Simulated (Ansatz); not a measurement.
Input for Ansatz (a program for electronic structure): U-CCSD(T)/cc-pVDZ on BH2 (SMILES [BH2]), 2S+1 = 2.

Ansatz 0.2 input:
```yaml
crystal:
  periodic: [false, false, false]
  atoms:
    - {symbol: B, position_ang: [-0.00036913, 0.14448533, 0.00000000]}
    - {symbol: H, position_ang: [-1.07289033, -0.36395668, 0.00000000]}
    - {symbol: H, position_ang: [1.07473597, -0.35846995, 0.00000000]}
basis:
  gaussian:
    orbitals: cc-pVDZ
magnetization: {spin_polarized: true, initial_magnetization: 1}
correlation: {method: ccsd_t, electrons: outside_noble_gas}
accuracy: high
relax: {f_tol: 0.0005, max_steps: 60}
scf: {omitted_lower_state_checks: [cluster_reference]}
output: {forces: true}
```

It printed:

```
WARN ansatz: RAYON_NUM_THREADS=2 ignored (pool sized by the plan → 2); use --threads N
Functional definition: HF
these checks for a lower state are left out or cut short: cluster_reference
integrals: 0.01 GiB planned
472 factors; integrals over basis functions are off by at most 1.3e-9 eV
mean field: 0.05 GiB planned
mean field evaluation 1: about -700.0999 eV, gradient 7.3e0 eV
mean field evaluation 2: about -700.0998 eV, gradient 7.3e0 eV
mean field evaluation 4: about -700.7627 eV, gradient 6.5e-1 eV
mean field evaluation 8: about -700.7723 eV, gradient 2.0e-3 eV
mean field evaluation 16: about -700.0293 eV, gradient 3.6e0 eV
mean field -700.77226177 eV, -25.7529056194 hartree, gradient 5.0e-9 eV, S^2 0.753173; 2 other end points of the search recorded, 0 dependent functions left out
1 core orbitals not correlated
reference -700.77226177 eV, -25.7529056194 hartree; 3, 2 occupied and 20, 21 virtual orbitals, 472 factors
densities: 0.08 GiB planned
second order -1.80487497 eV of doubles, -0.00000000 eV of singles
coupled cluster: 0.08 GiB planned
cycle   1  -2.19652325 eV  change   -3.9e-1 eV  update   4.2e-2
cycle   2  -2.33618178 eV  change   -1.4e-1 eV  update   1.5e-2
cycle   3  -2.34254374 eV  change   -6.4e-3 eV  update   4.5e-3
cycle   4  -2.34353387 eV  change   -9.9e-4 eV  update   1.3e-3
cycle   5  -2.34323391 eV  change    3.0e-4 eV  update   2.6e-4
cycle   6  -2.34328385 eV  change   -5.0e-5 eV  update   7.4e-5
cycle   7  -2.34331401 eV  change   -3.0e-5 eV  update   2.3e-5
cycle   8  -2.34329677 eV  change    1.7e-5 eV  update   7.2e-6
cycle   9  -2.34330342 eV  change   -6.6e-6 eV  update   2.0e-6
cycle  10  -2.34330190 eV  change    1.5e-6 eV  update   6.8e-7
cycle  11  -2.34330185 eV  change    5.4e-8 eV  update   2.4e-7
cycle  12  -2.34330191 eV  change   -6.4e-8 eV  update   7.4e-8
cycle  13  -2.34330194 eV  change   -2.2e-8 eV  update   2.1e-8
cycle  14  -2.34330193 eV  change    3.9e-9 eV  update   1.1e-8
cycle  15  -2.34330183 eV  change    9.7e-8 eV  update   4.1e-8
cycle  16  -2.34330183 eV  change    6.8e-9 eV  update   1.3e-8
cycle  17  -2.34330183 eV  change    1.6e-9 eV  update   3.0e-9
cycle  18  -2.34330182 eV  change    1.3e-9 eV  update  7.9e-10
cycle  19  -2.34330182 eV  change   1.4e-10 eV  update  1.8e-10
perturbative correction -0.03147776 eV, -0.0011567862 hartree
the calculation of the forces begins
relax step   1: F+E_penalty+E_count = -703.14704135 eV  Δ(F+E_penalty+E_count) = +0.000e0 eV  max|allowed force component| = 4.861e-1 eV/Å  Δτ_max = 0.0000 Å  (57 SCF iters, accepted)
these checks for a lower state are left out or cut short: starts, cluster_reference, orbital_swaps, neighbouring_geometries, increment
integrals: 0.01 GiB planned
472 factors; integrals over basis functions are off by at most 1.3e-9 eV
mean field: 0.05 GiB planned
mean field -700.77343595 eV, -25.7529487698 hartree, gradient 2.9e-8 eV, S^2 0.753116; 0 other end points of the search recorded, 0 dependent functions left out
1 core orbitals not correlated
reference -700.77343595 eV, -25.7529487698 hartree; 3, 2 occupied and 20, 21 virtual orbitals, 472 factors
densities: 0.08 GiB planned
second order -1.80947704 eV of doubles, -0.00000000 eV of singles
coupled cluster: 0.08 GiB planned
cycle   1  -2.20266420 eV  change   -3.9e-1 eV  update   4.2e-2
cycle   2  -2.34384053 eV  change   -1.4e-1 eV  update   1.5e-2
cycle   3  -2.35045235 eV  change   -6.6e-3 eV  update   4.5e-3
cycle   4  -2.35147272 eV  change   -1.0e-3 eV  update   1.3e-3
cycle   5  -2.35116406 eV  change    3.1e-4 eV  update   2.6e-4
cycle   6  -2.35121469 eV  change   -5.1e-5 eV  update   7.6e-5
cycle   7  -2.35124635 eV  change   -3.2e-5 eV  update   2.4e-5
cycle   8  -2.35122839 eV  change    1.8e-5 eV  update   7.7e-6
cycle   9  -2.35123539 eV  change   -7.0e-6 eV  update   2.2e-6
cycle  10  -2.35123380 eV  change    1.6e-6 eV  update   7.4e-7
cycle  11  -2.35123367 eV  change    1.3e-7 eV  update   2.5e-7
cycle  12  -2.35123374 eV  change   -6.8e-8 eV  update   8.0e-8
cycle  13  -2.35123379 eV  change   -4.8e-8 eV  update   2.3e-8
cycle  14  -2.35123379 eV  change   -3.7e-9 eV  update   1.1e-8
cycle  15  -2.35123379 eV  change   -2.7e-9 eV  update   3.9e-8
cycle  16  -2.35123382 eV  change   -2.6e-8 eV  update   1.3e-8
cycle  17  -2.35123382 eV  change   9.8e-10 eV  update   3.0e-9
cycle  18  -2.35123382 eV  change    1.2e-9 eV  update  9.7e-10
cycle  19  -2.35123382 eV  change  -3.4e-11 eV  update  2.9e-10
perturbative correction -0.03210213 eV, -0.0011797313 hartree
the calculation of the forces begins
relax step   2: F+E_penalty+E_count = -703.15677189 eV  Δ(F+E_penalty+E_count) = -9.731e-3 eV  max|allowed force component| = 1.536e-1 eV/Å  Δτ_max = 0.0111 Å  (32 SCF iters, accepted)
these checks for a lower state are left out or cut short: starts, cluster_reference, orbital_swaps, neighbouring_geometries, increment
integrals: 0.01 GiB planned
472 factors; integrals over basis functions are off by at most 1.4e-9 eV
mean field: 0.05 GiB planned
mean field evaluation 32: about -700.7712 eV, gradient 1.8e-1 eV
mean field -700.77129235 eV, -25.7528699942 hartree, gradient 2.7e-8 eV, S^2 0.753063; 0 other end points of the search recorded, 0 dependent functions left out
1 core orbitals not correlated
reference -700.77129235 eV, -25.7528699942 hartree; 3, 2 occupied and 20, 21 virtual orbitals, 472 factors
densities: 0.08 GiB planned
second order -1.81106637 eV of doubles, -0.00000000 eV of singles
coupled cluster: 0.08 GiB planned
cycle   1  -2.20479778 eV  change   -3.9e-1 eV  update   4.2e-2
cycle   2  -2.34656511 eV  change   -1.4e-1 eV  update   1.5e-2
cycle   3  -2.35327843 eV  change   -6.7e-3 eV  update   4.6e-3
cycle   4  -2.35431214 eV  change   -1.0e-3 eV  update   1.3e-3
cycle   5  -2.35399927 eV  change    3.1e-4 eV  update   2.7e-4
cycle   6  -2.35405079 eV  change   -5.2e-5 eV  update   7.7e-5
cycle   7  -2.35408320 eV  change   -3.2e-5 eV  update   2.4e-5
cycle   8  -2.35406470 eV  change    1.9e-5 eV  update   8.0e-6
cycle   9  -2.35407215 eV  change   -7.5e-6 eV  update   2.3e-6
cycle  10  -2.35407038 eV  change    1.8e-6 eV  update   7.7e-7
cycle  11  -2.35407026 eV  change    1.2e-7 eV  update   2.6e-7
cycle  12  -2.35407032 eV  change   -6.3e-8 eV  update   8.2e-8
cycle  13  -2.35407036 eV  change   -3.7e-8 eV  update   2.3e-8
cycle  14  -2.35407034 eV  change    1.1e-8 eV  update   1.1e-8
cycle  15  -2.35407037 eV  change   -2.6e-8 eV  update   5.8e-8
cycle  16  -2.35407042 eV  change   -4.4e-8 eV  update   2.3e-8
cycle  17  -2.35407041 eV  change   9.0e-10 eV  update   6.5e-9
cycle  18  -2.35407041 eV  change    2.9e-9 eV  update   1.7e-9
cycle  19  -2.35407041 eV  change  -2.5e-10 eV  update  3.6e-10
perturbative correction -0.03235187 eV, -0.0011889092 hartree
the calculation of the forces begins
relax step   3: F+E_penalty+E_count = -703.15771463 eV  Δ(F+E_penalty+E_count) = -9.427e-4 eV  max|allowed force component| = 1.485e-3 eV/Å  Δτ_max = 0.0063 Å  (32 SCF iters, accepted)
these checks for a lower state are left out or cut short: starts, cluster_reference, orbital_swaps, neighbouring_geometries, increment
integrals: 0.01 GiB planned
472 factors; integrals over basis functions are off by at most 1.4e-9 eV
mean field: 0.05 GiB planned
mean field -700.77125035 eV, -25.7528684507 hartree, gradient 1.7e-8 eV, S^2 0.753063; 0 other end points of the search recorded, 0 dependent functions left out
1 core orbitals not correlated
reference -700.77125035 eV, -25.7528684507 hartree; 3, 2 occupied and 20, 21 virtual orbitals, 472 factors
densities: 0.08 GiB planned
second order -1.81108930 eV of doubles, -0.00000000 eV of singles
coupled cluster: 0.08 GiB planned
cycle   1  -2.20482836 eV  change   -3.9e-1 eV  update   4.2e-2
cycle   2  -2.34660295 eV  change   -1.4e-1 eV  update   1.5e-2
cycle   3  -2.35331754 eV  change   -6.7e-3 eV  update   4.6e-3
cycle   4  -2.35435125 eV  change   -1.0e-3 eV  update   1.3e-3
cycle   5  -2.35403846 eV  change    3.1e-4 eV  update   2.7e-4
cycle   6  -2.35409007 eV  change   -5.2e-5 eV  update   7.7e-5
cycle   7  -2.35412241 eV  change   -3.2e-5 eV  update   2.4e-5
cycle   8  -2.35410393 eV  change    1.8e-5 eV  update   8.0e-6
cycle   9  -2.35411135 eV  change   -7.4e-6 eV  update   2.3e-6
cycle  10  -2.35410958 eV  change    1.8e-6 eV  update   7.8e-7
cycle  11  -2.35410955 eV  change    2.9e-8 eV  update   2.6e-7
cycle  12  -2.35410958 eV  change   -3.1e-8 eV  update   8.2e-8
cycle  13  -2.35410963 eV  change   -5.1e-8 eV  update   2.4e-8
cycle  14  -2.35410961 eV  change    1.7e-8 eV  update   1.2e-8
cycle  15  -2.35410956 eV  change    5.5e-8 eV  update   5.6e-8
cycle  16  -2.35410957 eV  change   -1.5e-8 eV  update   2.1e-8
cycle  17  -2.35410957 eV  change   1.8e-10 eV  update   5.9e-9
cycle  18  -2.35410957 eV  change    1.5e-9 eV  update   1.7e-9
cycle  19  -2.35410957 eV  change  -6.1e-10 eV  update  5.1e-10
cycle  20  -2.35410957 eV  change  -2.4e-10 eV  update  1.2e-10
perturbative correction -0.03235482 eV, -0.0011890175 hartree
the calculation of the forces begins
relax step   4: F+E_penalty+E_count = -703.15771474 eV  Δ(F+E_penalty+E_count) = -1.084e-7 eV  max|allowed force component| = 7.439e-6 eV/Å  Δτ_max = 0.0001 Å  (24 SCF iters, accepted)
these checks for a lower state are left out or cut short: cluster_reference
integrals: 0.01 GiB planned
472 factors; integrals over basis functions are off by at most 1.4e-9 eV
mean field: 0.05 GiB planned
mean field evaluation 64: about -700.7713 eV, gradient 4.4e-9 eV
mean field -700.77125035 eV, -25.7528684507 hartree, gradient 1.7e-8 eV, S^2 0.753063; 3 other end points of the search recorded, 0 dependent functions left out
1 core orbitals not correlated
reference -700.77125035 eV, -25.7528684507 hartree; 3, 2 occupied and 20, 21 virtual orbitals, 472 factors
densities: 0.08 GiB planned
second order -1.81108930 eV of doubles, -0.00000000 eV of singles
coupled cluster: 0.08 GiB planned
cycle   1  -2.20482836 eV  change   -3.9e-1 eV  update   4.2e-2
cycle   2  -2.34660295 eV  change   -1.4e-1 eV  update   1.5e-2
cycle   3  -2.35331754 eV  change   -6.7e-3 eV  update   4.6e-3
cycle   4  -2.35435125 eV  change   -1.0e-3 eV  update   1.3e-3
cycle   5  -2.35403846 eV  change    3.1e-4 eV  update   2.7e-4
cycle   6  -2.35409007 eV  change   -5.2e-5 eV  update   7.7e-5
cycle   7  -2.35412241 eV  change   -3.2e-5 eV  update   2.4e-5
cycle   8  -2.35410393 eV  change    1.8e-5 eV  update   8.0e-6
cycle   9  -2.35411135 eV  change   -7.4e-6 eV  update   2.3e-6
cycle  10  -2.35410958 eV  change    1.8e-6 eV  update   7.8e-7
cycle  11  -2.35410955 eV  change    2.9e-8 eV  update   2.6e-7
cycle  12  -2.35410958 eV  change   -3.1e-8 eV  update   8.2e-8
cycle  13  -2.35410963 eV  change   -5.1e-8 eV  update   2.4e-8
cycle  14  -2.35410961 eV  change    1.7e-8 eV  update   1.2e-8
cycle  15  -2.35410956 eV  change    5.5e-8 eV  update   5.6e-8
cycle  16  -2.35410957 eV  change   -1.5e-8 eV  update   2.1e-8
cycle  17  -2.35410957 eV  change   1.8e-10 eV  update   5.9e-9
cycle  18  -2.35410957 eV  change    1.5e-9 eV  update   1.7e-9
cycle  19  -2.35410957 eV  change  -6.1e-10 eV  update  5.1e-10
cycle  20  -2.35410957 eV  change  -2.4e-10 eV  update  1.2e-10
perturbative correction -0.03235482 eV, -0.0011890175 hartree
the calculation of the forces begins
Total energy: -703.15771474 eV, -25.8405693994 hartree
Atom 0 at    -0.000407     0.159313    -0.000000 Å, force    -0.000000     0.000007    -0.000000 eV/Å
Atom 1 at    -1.085062    -0.371401     0.000000 Å, force    -0.000007    -0.000004     0.000000 eV/Å
Atom 2 at     1.086946    -0.365852     0.000000 Å, force     0.000007    -0.000004     0.000000 eV/Å
Dipole moment:     0.000220    -0.086284     0.000000 e Å
Checks for a lower state left out: cluster_reference
```

Self-consistency was reached.

Cost: about 6 core-seconds (a rough figure).
